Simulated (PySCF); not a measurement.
CH₂NO, charge +1. Atoms are numbered in the order given.

```xyz
5

N      0.0093     1.2155     0.0000
C      0.0191     0.0636     0.0000
O     -0.1150    -1.1755     0.0000
H      0.0263     2.2309     0.0000
H      0.7140    -1.7168     0.0000
```
Charge +1, spin multiplicity 1.

Coordinates come from a PBE-D3(BJ)/def2-TZVP optimisation. The isomer is the one that the SMILES or the coordinates give; other isomers of the formula were not compared.

These are PBE-D3(BJ)/def2-TZVP (PySCF) values and carry that method's errors.

Frequencies are harmonic and unscaled.

| mode | ν (cm⁻¹) | IR (km/mol) | moving atoms (share of kinetic energy) |
|---|---|---|---|
| 1 | 229 | 138.2 | H 66 %, N 22 %, C 11 % |
| 2 | 437 | 58.0 | C 44 %, N 27 %, H 26 % |
| 3 | 517 | 106.4 | H 76 %, C 19 % |
| 4 | 534 | 20.5 | C 60 %, H 27 %, O 9 % |
| 5 | 1059 | 245.9 | H 68 %, O 22 %, C 10 % |
| 6 | 1221 | 13.4 | O 46 %, N 34 %, H 16 % |
| 7 | 2436 | 224.3 | C 67 %, N 22 % |
| 8 | 3504 | 575.8 | H 94 % |
| 9 | 3611 | 616.7 | H 88 %, N 11 % |
